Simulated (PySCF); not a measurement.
# C₆ coefficients of unlike pairs at B3LYP

Calculated with PySCF 2.14 from the dipole response of each species, C₆(A,B) = (3/π) ∫ α_A(iu) α_B(iu) du, in atomic units, from isotropic polarisabilities. For ions this is the dispersion term alone; charge-induced terms of lower order in 1/R come first.

```
species      configuration                                                                                    basis     relativity  α (bohr³)  C₆ (like pair)
    Si⁺  [Ne] 3s2 3p1 (2P)                                                                 aug-cc-pwCVTZ (8s7p5d3f)           none      19.01           100.2
    N³⁺      [He] 2s2 (1S)                                                              aug-cc-pVQZ-DK (6s5p4d3f2g)  spin-free X2C      2.142           2.117
    Sc⁺  [Ar] 3d1 4s1 (3D)  aug-cc-pwCVTZ-DK with one added diffuse shell each of s, p, d, f, g type (11s10p8d5f4g)  spin-free X2C      55.60           367.4
```

Q: Estimate C₆ for Sc⁺ with N³⁺.

A: The integral gives 23.83. The combination rule 2 C_A C_B / (C_A α_B/α_A + C_B α_A/α_B) gives 22.51 and the geometric mean 27.89.

No spin-orbit coupling is included.

The other pairs:

```json
{"pair": "N³⁺, Si⁺", "C₆": "14.09"}
{"pair": "Sc⁺, Si⁺", "C₆": "180.2"}
```
